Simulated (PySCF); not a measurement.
**Shapes and spin states of MoOBr₂**

Computed with PBE0 in PySCF with Mo def2-SVP with ECP28, O def2-SVP, Br def2-SVP; scalar-relativistic core potentials, no spin–orbit coupling; density-fitted integrals.

Relaxations began from a few typed shapes and spin states; open shells are unrestricted. The search is not exhaustive: other isomers or separated fragments can lie lower, and high-lying points may rest on an excited occupation.

**Question.** Which is the lowest minimum found?
A. triplet C2v: Mo–Br 2.423 Å (×2), Mo–O 1.642 Å; Br–Mo–Br 120.9°, Br–Mo–O 119.6° (×2)
B. singlet (closed shell, unstable to spin polarisation) C2v: Mo–Br 2.384 Å (×2), Mo–O 1.635 Å; Br–Mo–Br 126.9°, Br–Mo–O 116.6° (×2)

**Answer.** A. The others lie at 69.6 (singlet C2v) kJ/mol above it.

Formally Mo is in oxidation state +4, d2, with 2 unpaired electrons (the high-spin count). The Mulliken spin on Mo is 2.12. The polar-tensor charge on Mo, 1.70, is far below the formal one.

For the lowest minimum: open d and f shells are described by one determinant, and the ground state may have another occupation or spin.
